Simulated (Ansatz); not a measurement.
```yaml
crystal:
  periodic: [false, false, false]
  atoms:
    - {symbol: Zn, position_ang: [-1.778536, -1.005509, -0.571539]}
    - {symbol: O, position_ang: [-0.378659, -0.583774, 0.415442]}
    - {symbol: Ge, position_ang: [0.991196, 0.517101, 0.382981]}
    - {symbol: H, position_ang: [-2.996315, -1.419032, -1.366285]}
    - {symbol: H, position_ang: [1.165401, 1.123481, -1.028496]}
    - {symbol: H, position_ang: [0.745309, 1.648226, 1.401335]}
    - {symbol: H, position_ang: [2.251604, -0.280492, 0.766572]}
basis:
  gaussian: {orbitals: aug-pcseg-2}
hamiltonian: {xc: {name: PBE1PBE}}
```

```sh
$ ansatz run in.yaml --threads 2 --pin off --events-out ev --progress --plain --max-ram 4352MiB
```

It prints (some lines left out):

```
Error: YAML parse error: error: line 13 column 19: hamiltonian.xc: no functional is named "PBE1PBE"; the names, which are not case-sensitive, are SVWN5, SPW92, PBE, PBE0, PBEsol, revPBE, revPBE0, RPBE, rPW86-PBE, HSE06, wPBEh, LC-wPBE, HISS, HF, BLYP, B3LYP, B3LYP5, BHLYP, CAM-B3LYP, r2SCAN, r2SCANh, r2SCAN0, r2SCAN50, m-r2SCAN, B97, wB97, wB97X, wB97X-V, B97M-V, wB97M-V, B2PLYP, B2GP-PLYP, PBE0-DH, PBE-QIDH
11 | basis:
12 |   gaussian: {orbitals: aug-pcseg-2}
13 | hamiltonian: {xc: {name: PBE1PBE}}
```

Q: What is wrong with this run?

A: The method's name isn't one that the program takes here. The input was rejected before any iteration.

HSE06 is defined as in plane-wave codes.
